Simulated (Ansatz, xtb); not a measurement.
# CH6FNSi3: which of two isomers lies lower

Structure a is `N#C[SiH2][SiH2][SiH2]F`, a singlet and structure b is `N#C[Si@@H]([SiH3])[SiH2]F`, a singlet. Both are isolated molecules in the gas phase, relaxed with B3LYP-D3(BJ)/def2-SVP, each in the lowest conformer that the search found.

**Question.** Estimate E(b) − E(a) at the level CCSD(T)/def2-SVP + ΔMP2/def2-TZVPP.

**Answer.** Too close to call at this level: CCSD(T)/def2-SVP + ΔMP2/def2-TZVPP gives E(b) − E(a) = +0.11 kcal/mol.

Level by level:

```tsv
level	geometry	E(b) − E(a) (kcal/mol)	departure from the last row (kcal/mol)	job, with rough time for the two
B3LYP-D3(BJ)/def2-SVP	B3LYP-D3(BJ)/def2-SVP	+0.38	+0.27	optimisation, 1.7 min
HF/def2-SVP	B3LYP-D3(BJ)/def2-SVP	+0.03	−0.08	part of the CCSD(T) run
MP2/def2-SVP	B3LYP-D3(BJ)/def2-SVP	+0.41	+0.30	part of the CCSD(T) run
CCSD(T)/def2-SVP	B3LYP-D3(BJ)/def2-SVP	+0.47	+0.36	single point
CCSD(T)/def2-SVP + ΔMP2/def2-TZVPP	B3LYP-D3(BJ)/def2-SVP	+0.11		single point, 42 s
```

As drawn, both hold the same kinds of bond in the same numbers.

The largest departure from CCSD(T)/def2-SVP + ΔMP2/def2-TZVPP is that of CCSD(T)/def2-SVP, 0.36 kcal/mol. Levels run at GFN2-xTB geometries aren't shown. The last row adds to CCSD(T) the change of the MP2 difference between the two basis sets, here −0.36 kcal/mol.

With thermal terms from frequencies at re-optimised GFN2-xTB minima (ideal gas, soft modes damped towards free rotors, one conformer each, 298.15 K, 1 atm): the zero-point term adds −0.17 kcal/mol; ΔH is +0.17 and ΔG −0.51 kcal/mol.

The correlated steps freeze 18 core orbitals. Mirror images aren't counted in ΔG. Codes used: Ansatz 0.2.0, xtb 6.7.1; the last row on 2 threads of Intel(R) Xeon(R) 6975P-C (Granite Rapids) on a shared host.
